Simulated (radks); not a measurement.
Results of a calculation; reference values are marked as such.
Species: Ba8.5+. Configuration: [Kr] 4d10 5s1.5 (fractional occupations, a model configuration). Code: a radial shooting solver on a logarithmic mesh with Libxc functionals. Model: Dirac Kohn-Sham, PBE, spin-unpolarised, spherical densities, point nucleus.

Normalised radial functions P(r) = r R(r) (large component), r in bohr:

```
   r/bohr * 4p1/2 (the largest magnitude, 1.38, reaches the edge; | marks zero)
 0.001351                             *
 0.001773                             *
 0.002309                             *
  0.00303                             *
 0.003977                             |*
 0.005221                             |*
 0.006853                             |*
 0.008923                             | *
  0.01171                             | *
  0.01537                             |   *
  0.02018                             |    *
  0.02649                             |      *
  0.03449                             |        *
  0.04527                             |         *
  0.05942                             |         *
  0.07799                             |       *
   0.1024                             | *
   0.1333                       *     |
    0.175               *             |
   0.2297              *              |
   0.3015                       *     |
   0.3957                             |         *
   0.5194                             |                       *
   0.6763                             |                          *
   0.8877                             |                   *
    1.165                             |         *
    1.529                             |  *
    2.007                             |*
    2.614                             *
    3.431                             *
    4.504                             *
```

4p1/2: eigenvalue -304.29 eV, 2 radial nodes at r = 0.108, 0.337 bohr, <r> = 0.692 bohr, 90 % of the charge inside 1.01 bohr.
